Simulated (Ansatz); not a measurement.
`[H]/C=C/c1ccc(/C=C/c2ccc(/C=C/c3ccc(/C=C/c4ccc(/C=C/c5ccccc5)cc4)cc3)cc2)cc1`, relaxed as a singlet with RKS PBE-D4/def2-SVP in Ansatz, starting from the GFN2-xTB geometry. Force threshold 0.03 eV/Å.

Single mean-field runs in def2-SVP are fitted with def2-universal-jkfit.

Start:

```xyz
72

H    -5.545  -11.894   10.675
C    -5.061  -11.150   10.066
C    -5.641  -10.660    8.976
C    -5.072   -9.671    8.072
C    -5.651   -9.478    6.816
C    -5.125   -8.571    5.923
C    -3.998   -7.807    6.244
C    -3.481   -6.876    5.264
C    -2.365   -6.138    5.374
C    -1.857   -5.198    4.399
C    -2.433   -5.002    3.139
C    -1.936   -4.066    2.263
C    -0.833   -3.270    2.597
C    -0.310   -2.228    1.741
C    -0.779   -1.884    0.530
C    -0.309   -0.803   -0.306
C     0.644    0.140    0.097
C     1.031    1.166   -0.734
C     0.488    1.309   -2.016
C     0.853    2.363   -2.936
C     1.724    3.361   -2.710
C     2.089    4.409   -3.638
C     1.664    4.451   -4.970
C     2.051    5.475   -5.803
C     2.883    6.511   -5.360
C     3.257    7.549   -6.295
C     4.061    8.598   -6.057
C     4.439    9.619   -7.016
C     3.948    9.666   -8.324
C     4.355   10.653   -9.199
C     5.260   11.621   -8.794
C     5.753   11.595   -7.500
C     5.348   10.608   -6.624
C     3.305    6.471   -4.027
C     2.921    5.445   -3.195
C    -0.464    0.364   -2.420
C    -0.852   -0.660   -1.589
C    -0.238   -3.487    3.846
C    -0.735   -4.425    4.720
C    -3.436   -7.984    7.513
C    -3.959   -8.893    8.403
H    -4.082  -10.840   10.389
H    -6.617  -11.031    8.686
H    -6.520  -10.060    6.540
H    -5.589   -8.446    4.955
H    -4.080   -6.799    4.366
H    -1.767   -6.214    6.273
H    -3.286   -5.593    2.842
H    -2.415   -3.944    1.304
H     0.527   -1.684    2.160
H    -1.599   -2.448    0.103
H     1.080    0.071    1.082
H     1.769    1.870   -0.382
H     0.347    2.312   -3.891
H     2.215    3.428   -1.747
H     1.029    3.671   -5.361
H     1.707    5.482   -6.828
H     2.832    7.426   -7.282
H     4.498    8.723   -5.075
H     3.237    8.928   -8.662
H     3.964   10.669  -10.206
H     5.575   12.392   -9.482
H     6.456   12.348   -7.174
H     5.737   10.594   -5.615
H     3.941    7.251   -3.638
H     3.262    5.439   -2.169
H    -0.902    0.446   -3.405
H    -1.590   -1.373   -1.930
H     0.625   -2.899    4.128
H    -0.258   -4.564    5.681
H    -2.583   -7.394    7.811
H    -3.508   -8.995    9.379
```

| step | energy (eV) | largest force component (eV/Å) | SCF passes |
| --- | --- | --- | --- |
| 1 | -41918.6617 | 0.857 | 21 |
| 2 | -41919.2222 | 0.231 | 21 |
| 3 | -41919.2751 | 0.162 | 21 |
| 4 (rejected) | -41919.2488 | 0.390 | 20 |
| 5 | -41919.2907 | 0.066 | 20 |
| 6 | -41919.2933 | 0.064 | 20 |
| 7 | -41919.2951 | 0.056 | 20 |
| 8 | -41919.2960 | 0.037 | 20 |
| 9 | -41919.2968 | 0.056 | 19 |
| 10 | -41919.2972 | 0.058 | 19 |
| 11 | -41919.2978 | 0.022 | 21 |

Force components are those of the run's own axes.

End:

```xyz
72

H    -5.712  -11.966   10.900
C    -5.181  -11.212   10.300
C    -5.617  -10.882    9.063
C    -5.035   -9.900    8.143
C    -5.653   -9.666    6.892
C    -5.137   -8.734    5.990
C    -3.974   -7.982    6.289
C    -3.487   -7.008    5.321
C    -2.420   -6.169    5.465
C    -1.948   -5.182    4.505
C    -2.534   -4.989    3.223
C    -2.061   -4.019    2.348
C    -0.969   -3.175    2.693
C    -0.450   -2.134    1.818
C    -0.876   -1.839    0.555
C    -0.381   -0.783   -0.315
C     0.625    0.146    0.067
C     1.050    1.151   -0.795
C     0.498    1.294   -2.098
C     0.891    2.339   -3.031
C     1.777    3.354   -2.804
C     2.155    4.407   -3.736
C     1.665    4.497   -5.065
C     2.056    5.535   -5.906
C     2.957    6.547   -5.481
C     3.322    7.610   -6.409
C     4.164    8.655   -6.169
C     4.531    9.721   -7.099
C     4.040    9.804   -8.426
C     4.426   10.847   -9.273
C     5.315   11.840   -8.822
C     5.812   11.776   -7.511
C     5.425   10.731   -6.664
C     3.450    6.455   -4.154
C     3.061    5.417   -3.312
C    -0.498    0.361   -2.482
C    -0.926   -0.645   -1.617
C    -0.380   -3.372    3.968
C    -0.853   -4.348    4.845
C    -3.351   -8.224    7.543
C    -3.865   -9.154    8.440
H    -4.296  -10.744   10.761
H    -6.514  -11.399    8.676
H    -6.562  -10.230    6.633
H    -5.643   -8.570    5.026
H    -4.072   -6.960    4.386
H    -1.842   -6.208    6.404
H    -3.381   -5.617    2.912
H    -2.551   -3.903    1.370
H     0.371   -1.537    2.251
H    -1.686   -2.448    0.118
H     1.079    0.078    1.067
H     1.832    1.846   -0.456
H     0.393    2.287   -4.014
H     2.265    3.417   -1.817
H     0.965    3.738   -5.443
H     1.658    5.579   -6.933
H     2.851    7.530   -7.404
H     4.635    8.733   -5.174
H     3.344    9.038   -8.801
H     4.030   10.889  -10.299
H     5.616   12.659   -9.492
H     6.507   12.547   -7.146
H     5.818   10.686   -5.636
H     4.153    7.213   -3.776
H     3.460    5.372   -2.287
H    -0.945    0.443   -3.486
H    -1.706   -1.350   -1.944
H     0.469   -2.737    4.265
H    -0.374   -4.474    5.828
H    -2.440   -7.670    7.815
H    -3.348   -9.313    9.399
```

By distances, no bond broke or formed. The bond that changes most is C2–H42, from 1.08 to 1.10 Å (atoms count from 1).

No frequencies were taken in this run, so the end may be a saddle point.

Run time 62 s (2 threads of AMD EPYC 7R13 on a shared host and a share (18 GiB) of an NVIDIA H100 80GB HBM3), peak host memory 1.2 GiB.
